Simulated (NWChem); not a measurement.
The numbers come from NWChem runs, not from measurements. System: H$_{5}$AlAsF, charge 0, spin multiplicity 1, at a geometry optimised with PBE/def2-SVP. The structure started from a generated list of species. Level: MP2/def2-TZVP, 15 core orbitals frozen.

NWChem printed:

```
             Northwest Computational Chemistry Package (NWChem) 7.3.0
             --------------------------------------------------------

                                NWChem Input Module
                                -------------------

 Scaling coordinates for geometry "geometry" by  1.889725989
 (inverse scale =  0.529177249)

                             Geometry "geometry" -> ""
                             -------------------------

 Output coordinates in angstroms (scale by  1.889725989 to convert to a.u.)

  No.       Tag          Charge          X              Y              Z
 ---- ---------------- ---------- -------------- -------------- --------------
    1 Al                  13.0000    -0.68993300     0.54506000     1.38985600
    2 H                    1.0000     0.23920300    -0.14113300     2.50029600
    3 H                    1.0000    -2.22920900     0.16566900     1.15725900
    4 F                    9.0000    -0.20854900     2.08576100     0.85732400
    5 As                  33.0000     0.33101900    -0.69260500    -0.76504100
    6 H                    1.0000     1.81528500    -0.52562000    -1.07066200
    7 H                    1.0000    -0.17647900    -0.29819100    -2.14769100
    8 H                    1.0000     0.27362900    -2.20237300    -0.97689000

 Effective nuclear repulsion energy (a.u.)     236.7049568941

            Nuclear Dipole moment (a.u.)
            ----------------------------
        X                 Y               Z
 ---------------- ---------------- ----------------
    -0.0000264562     0.0000302356     0.0000056692


 Summary of "ao basis" -> "" (spherical)
 ------------------------------------------------------------------------------
       Tag                 Description            Shells   Functions and Types
 ---------------- ------------------------------  ------  ---------------------
 *                         def2-tzvp                  on all atoms

 Summary of "ao basis" -> "ao basis" (spherical)
 ------------------------------------------------------------------------------
       Tag                 Description            Shells   Functions and Types
 ---------------- ------------------------------  ------  ---------------------
 Al                        def2-tzvp                13       37   5s5p2d1f
 H                         def2-tzvp                 4        6   3s1p
 F                         def2-tzvp                11       31   5s3p2d1f
 As                        def2-tzvp                16       48   6s5p4d1f

                                 NWChem SCF Module
                                 -----------------

  ao basis        = "ao basis"
  functions       =   146
  atoms           =     8
  closed shells   =    30
  open shells     =     0
  charge          =   0.00
  wavefunction    = RHF
  use symmetry    = F
  symmetry adapt  = F

 Summary of "ao basis" -> "ao basis" (spherical)
 ------------------------------------------------------------------------------
       Tag                 Description            Shells   Functions and Types
 ---------------- ------------------------------  ------  ---------------------
 Al                        def2-tzvp                13       37   5s5p2d1f
 H                         def2-tzvp                 4        6   3s1p
 F                         def2-tzvp                11       31   5s3p2d1f
 As                        def2-tzvp                16       48   6s5p4d1f

 Forming initial guess at       0.1s

      Superposition of Atomic Density Guess
      -------------------------------------

 Sum of atomic energies:       -2577.92925240

      Non-variational initial energy
      ------------------------------

 Total energy =   -2578.330055
 1-e energy   =   -4064.600350
 2-e energy   =    1249.565338
 HOMO         =      -0.331436
 LUMO         =       0.018212

 Starting SCF solution at       8.6s

 ----------------------------------------------
         Quadratically convergent ROHF

 Convergence threshold     :          1.000E-07
 Maximum no. of iterations :          100
 Final Fock-matrix accuracy:          1.000E-09
 ----------------------------------------------

              iter       energy          gnorm     gmax       time
[...]
    98      0.313248  5 As pz                86      0.260578  5 As s
   101      0.238851  5 As pz                85      0.222896  5 As s
    92     -0.172038  5 As pz                97      0.154989  5 As py
     4     -0.153404  1 Al s                 96     -0.151758  5 As px

 Vector   30  Occ=2.000000D+00  E=-4.134100D-01
              MO Center= -9.1D-01,  1.2D-01,  1.7D+00, r^2= 2.8D+00
   Bfn.  Coefficient  Atom+Function         Bfn.  Coefficient  Atom+Function
  ----- ------------  ---------------      ----- ------------  ---------------
    15      0.255206  1 Al px                39      0.228130  2 H  s
    45     -0.227366  3 H  s                 40      0.187282  2 H  s
    46     -0.186661  3 H  s

 Vector   31  Occ=0.000000D+00  E= 8.636903D-02
              MO Center= -2.6D-01, -6.2D-02,  4.7D-01, r^2= 7.9D+00
   Bfn.  Coefficient  Atom+Function         Bfn.  Coefficient  Atom+Function
  ----- ------------  ---------------      ----- ------------  ---------------
    86      1.087087  5 As s                 19      0.697308  1 Al py
   100      0.617457  5 As py               131     -0.562255  6 H  s
    20      0.550293  1 Al pz               137     -0.552846  7 H  s
   143      0.287460  8 H  s                  5     -0.215326  1 Al s
    18     -0.214319  1 Al px                54     -0.170794  4 F  s

 Vector   32  Occ=0.000000D+00  E= 1.011692D-01
              MO Center=  1.7D-01, -7.1D-01, -4.8D-01, r^2= 7.1D+00
   Bfn.  Coefficient  Atom+Function         Bfn.  Coefficient  Atom+Function
  ----- ------------  ---------------      ----- ------------  ---------------
    86      1.476938  5 As s                143     -1.184875  8 H  s
   100     -0.585418  5 As py                20      0.531669  1 Al pz
   137     -0.378836  7 H  s                131     -0.332811  6 H  s
    18     -0.324363  1 Al px                54      0.266502  4 F  s
    19     -0.264915  1 Al py                46     -0.170808  3 H  s

 Vector   33  Occ=0.000000D+00  E= 1.043242D-01
              MO Center=  3.4D-01, -5.9D-01, -7.5D-01, r^2= 4.4D+00
   Bfn.  Coefficient  Atom+Function         Bfn.  Coefficient  Atom+Function
  ----- ------------  ---------------      ----- ------------  ---------------
    99      1.026782  5 As px               131     -0.974728  6 H  s
   137      0.969473  7 H  s                101      0.557637  5 As pz
    40     -0.212440  2 H  s                 46      0.212964  3 H  s
    18      0.193707  1 Al px                96      0.169309  5 As px
   136      0.150790  7 H  s

 center of mass
 --------------
 x =   0.03218163 y =  -0.00875581 z =  -0.06109619

 moments of inertia (a.u.)
 ------------------
         914.646472440828         133.913752039744         185.756105578821
         133.913752039744         551.927572871477        -347.503316630296
         185.756105578821        -347.503316630296         579.385566990342

  Mulliken analysis of the total density
  --------------------------------------

    Atom       Charge   Shell Charges
 -----------   ------   -------------------------------------------------------
    1 Al  13    12.34   2.00  0.65  1.33  0.66  0.17  2.92  2.28  0.82  0.88  0.21  0.20  0.15  0.07
    2 H    1     1.18   0.23  0.57  0.38  0.01
    3 H    1     1.17   0.23  0.57  0.38  0.01
    4 F    9     9.50   0.77  1.20  0.59  1.00  0.35  2.24  2.30  1.04  0.00  0.01  0.00
    5 As  33    33.04   2.00  2.00  1.16  0.79  0.91  0.79  5.99  5.77  0.37  1.87  1.19  8.94  1.07  0.04  0.13  0.01
    6 H    1     0.92   0.22  0.54  0.15  0.01
    7 H    1     0.92   0.22  0.54  0.15  0.01
    8 H    1     0.93   0.22  0.53  0.15  0.01

       Multipole analysis of the density wrt the origin
       ------------------------------------------------

     L   x y z        total         open         nuclear
     -   - - -        -----         ----         -------
     0   0 0 0     -0.000000      0.000000     60.000000

     1   1 0 0      0.448807      0.000000     -0.000026
     1   0 1 0     -1.245265      0.000000      0.000030
     1   0 0 1     -1.107277      0.000000      0.000006

     2   2 0 0    -30.429475      0.000000     66.505104
     2   1 1 0     -0.491910      0.000000    -65.266741
     2   1 0 1     -0.753563      0.000000    -93.724370
     2   0 2 0    -32.389038      0.000000    228.937102
     2   0 1 1      0.538371      0.000000    166.486690
     2   0 0 2    -29.270871      0.000000    233.353224

                   NWChem MP2 Semi-direct Energy/Gradient Module
                   ---------------------------------------------

  Basis functions       =    146
  Molecular orbitals    =    146
  Frozen core           =     15
  Frozen virtuals       =      0
  Active alpha occupied =     15
  Active beta occupied  =     15
  Active alpha virtual  =    116
  Active beta virtual   =    116
  Use MO symmetry       = F
  Use skeleton AO sym   = F

  AO/Fock/Back tols     =   1.0D-09  1.0D-09  1.0D-09

 GA uses MA = F    GA memory limited = T

 Available:
  local mem=  1.15D+08
 global mem=  1.31D+08
 local disk=  0.00D+00
  mp2_memr nvloc                   116
  nvloc new                   116
   1 passes of  15:        5242880                     130449                  57865392.
   1 passes of  15: M    114670713           G      131029368           F     109427833.

 Semi-direct pass number   1 of   1  for RHF alpha+beta  at       25.5s
  vrange nnbf                  9775
  mp2_eaftype                   220  avail_ma_in_mb                   999
 EAF : mp2_eaftype filesize         220   28932696.
  mp2_eaf for mointskh                    220
Node 0 wrote    136.1 Mb in      0.1 s     Agg I/O rate:  1493.8 Mb/s
 Done moints_semi at       50.0s
  mp2_eaftype                   220  avail_ma_in_mb                   779
 EAF : mp2_eaftype filesize         220   28932696.
  mp2_eaf for kh                   220
 Done maket at       51.0s
 Done multipass loop at       51.0s

          -------------------------------------------
          SCF energy               -2578.578377000703
          Correlation energy          -0.614461069661
          Singlet pairs               -0.386701993159
          Triplet pairs               -0.227759076502
          Total MP2 energy         -2579.192838070364
          -------------------------------------------

          ---------------------------------------------------
                    Spin Component Scaled (SCS) MP2
          Same spin pairs                     -0.151839384335
          Same spin scaling factor             0.333333333333
          Opposite spin pairs                 -0.462621685326
          Opposite spin scaling fact.          1.200000000000
          SCS-MP2 correlation energy          -0.605759150503
          Total SCS-MP2 energy             -2579.184136151206
          ---------------------------------------------------

 -----------------------
 Performance information
 -----------------------

 Timer overhead =  2.48D-07 seconds/call

               Nr. of calls         CPU time (s)                 Wall time (s)                GFlops
             ---------------    -------------------     ------------------------------   -------------------
Name         Min   Avg   Max    Min     Avg     Max     Min     Avg     Max   Mx/calls   Min     Max     Sum
mp2: moin     1     1     1    24.     24.     24.      24.     24.     24.     24.      0.0     0.0     0.0
mp2: make     1     1     1    1.0     1.0     1.0      1.0     1.0     1.0     1.0      0.0     0.0     0.0
mp2: tota     1     1     1    26.     26.     26.      26.     26.     26.     26.      0.0     0.0     0.0

 The average no. of pstat calls per process was 3.00D+00
 with a timing overhead of 7.43D-07s

 Task  times  cpu:       51.0s     wall:       51.0s

 Total times  cpu:       51.0s     wall:       51.0s
```

Question: Write an NWChem input that would produce this output.

Answer: Several could match; the one computed here: 
```
start mol
memory heap 200 mb stack 800 mb global 1000 mb
geometry units angstroms nocenter noautoz noautosym
  Al    -0.689933     0.545060     1.389856
  H      0.239203    -0.141133     2.500296
  H     -2.229209     0.165669     1.157259
  F     -0.208549     2.085761     0.857324
  As     0.331019    -0.692605    -0.765041
  H      1.815285    -0.525620    -1.070662
  H     -0.176479    -0.298191    -2.147691
  H      0.273629    -2.202373    -0.976890
end
basis spherical
  * library def2-tzvp
end
scf
  rhf
  nopen 0
  maxiter 100
  thresh 1e-7
  semidirect memsize 60000000 filesize 0
end
mp2
  freeze core 15
end
task mp2 energy
```
